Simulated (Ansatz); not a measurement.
Geometry optimisation, RKS PBE0-D4/def2-SVP (Ansatz 0.2.0).

Input file:

```yaml
crystal:
  periodic: [false, false, false]
  atoms:
    - { symbol: F, position_ang: [-1.3046, -2.2689, 1.028] }
    - { symbol: Sb, position_ang: [-0.0172, -1.6424, -0.3454] }
    - { symbol: P, position_ang: [0.7887, 0.1846, 1.1456] }
    - { symbol: Zn, position_ang: [1.6797, 1.6139, -0.7865] }
    - { symbol: H, position_ang: [-1.1658, -0.5571, -1.1237] }
    - { symbol: H, position_ang: [-0.4819, 0.8301, 1.2751] }
    - { symbol: H, position_ang: [0.5623, 1.7717, -1.2387] }
basis:
  gaussian: { orbitals: def2-SVP }
hamiltonian:
  xc: pbe0
  dispersion: d4
relax:
  f_tol: 0.015
  max_steps: 40
```

Launched with:

```bash
$ ansatz run input.yaml --threads 2 --pin off --max-ram 3072MiB --backend cpu --events-out ev --progress --plain --runs-dir out
```

Task: Where does it end, and by what steps?

Result: The run converged. The force dipped under the threshold on the way, but the program's further checks kept it going. After 36 steps the energy has fallen by 3.347 eV; H7 moved furthest, 1.50 Å.

```json
{"step": "0", "energy less start (eV)": "0.0000", "largest force component (eV/Å)": "7.933", "accepted": "yes"}
{"step": "2", "energy less start (eV)": "-2.5536", "largest force component (eV/Å)": "0.960", "accepted": "yes"}
{"step": "4", "energy less start (eV)": "-3.1398", "largest force component (eV/Å)": "0.507", "accepted": "yes"}
{"step": "6", "energy less start (eV)": "-3.2976", "largest force component (eV/Å)": "0.123", "accepted": "yes"}
{"step": "8", "energy less start (eV)": "-3.3139", "largest force component (eV/Å)": "0.082", "accepted": "yes"}
{"step": "10", "energy less start (eV)": "-3.3185", "largest force component (eV/Å)": "0.016", "accepted": "yes"}
{"step": "12", "energy less start (eV)": "-3.3192", "largest force component (eV/Å)": "0.024", "accepted": "yes"}
{"step": "14", "energy less start (eV)": "-3.3187", "largest force component (eV/Å)": "0.321", "accepted": "no"}
{"step": "16", "energy less start (eV)": "-3.3205", "largest force component (eV/Å)": "0.020", "accepted": "yes"}
{"step": "18", "energy less start (eV)": "-3.3225", "largest force component (eV/Å)": "0.411", "accepted": "no"}
{"step": "20", "energy less start (eV)": "-3.3283", "largest force component (eV/Å)": "0.132", "accepted": "yes"}
{"step": "22", "energy less start (eV)": "-3.3315", "largest force component (eV/Å)": "0.416", "accepted": "yes"}
{"step": "24", "energy less start (eV)": "-3.3417", "largest force component (eV/Å)": "0.051", "accepted": "yes"}
{"step": "26", "energy less start (eV)": "-3.3419", "largest force component (eV/Å)": "0.306", "accepted": "no"}
{"step": "28", "energy less start (eV)": "-3.3454", "largest force component (eV/Å)": "0.019", "accepted": "yes"}
{"step": "30", "energy less start (eV)": "-3.3462", "largest force component (eV/Å)": "0.035", "accepted": "yes"}
{"step": "32", "energy less start (eV)": "-3.3468", "largest force component (eV/Å)": "0.058", "accepted": "yes"}
{"step": "34", "energy less start (eV)": "-3.3471", "largest force component (eV/Å)": "0.018", "accepted": "yes"}
{"step": "36", "energy less start (eV)": "-3.3472", "largest force component (eV/Å)": "0.011", "accepted": "yes"}
```

```xyz
7
Properties=species:S:1:pos:R:3
F -0.775 -2.804 1.077
Sb -0.238 -1.640 -0.392
P 0.604 0.252 1.061
Zn 1.234 1.613 -0.670
H -1.813 -0.959 -0.573
H -0.660 0.897 1.243
H 1.708 2.572 -1.791
```

Whether the end is a true minimum wasn't checked by a vibrational analysis.

Time of the run: 120 s on 2 threads of Arm Neoverse V2, on a shared host, peak memory 0.26 GiB.
